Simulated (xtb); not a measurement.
Nb(O)(F)2(OH) (F₂HNbO₂), SMILES [O]=[Nb]([OH])([F])[F], multiplicity 1. All values are semi-empirical tight-binding results from xtb (GFN2-xTB unless named), good for trends rather than for accurate numbers. Coordinates come from a GFN2-xTB optimisation. The spin state was assumed, not searched. The structure was generated by enumeration; whether it is a known compound was not checked. Other conformers were not sampled.

For metal compounds this method's bond lengths and energies can be far off.

Computed properties:
- point group as xtb finds it = Cs
- orbital gap = 4.27 eV
- zero-point energy = 11.1 kcal/mol
- G − E(el) at 298.15 K (modified RRHO) = -8.7 kcal/mol
